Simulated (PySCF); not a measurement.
PBE0 on O³⁺ (oxygen, charge +3)

Configuration: [He] 2s2 2p1, 2P determinant. All numbers are calculated (PySCF 2.14, the non-relativistic Hamiltonian (point nucleus), in def2-QZVPPD (8s5p4d2f1g, 66 functions)).

| Item | Value |
| --- | --- |
| Total energy | -71.1834 hartree |
| One-electron energy | -86.1574 hartree |
| Hartree (Coulomb) energy | 21.7315 hartree |
| Exchange-correlation energy | -6.7575 hartree |
| Kinetic energy | 71.07316 hartree |
| ⟨S²⟩ | 0.7513 |
| ⟨L²⟩ | 2.004 |
| Sum of ⟨r⟩ | 3.267 bohr |
| Sum of ⟨r²⟩ | 3.386 bohr² |
| Traceless quadrupole moment −½Σ⟨3z² − r²⟩ along its main axis | -0.392 e·bohr² |
| Density at the nucleus (Gaussians lack the cusp) | 315 bohr⁻³ |
| Spin density at the nucleus | -0.0391 bohr⁻³ |
| Langevin diamagnetic susceptibility | -2.68 ×10⁻⁶ cm³/mol |

| shell | electrons | mean orbital energy (hartree) | rms radius, mean of both spins (bohr) |
| --- | --- | --- | --- |
| 1s α | 1 | -22.01519 | 0.231 |
| 1s β | 1 | -21.97411 | 0.231 |
| 2s α | 1 | -3.05483 | 1.06 |
| 2s β | 1 | -2.94337 | 1.06 |
| 2p α | 1 | -2.55950 | 1.01 |
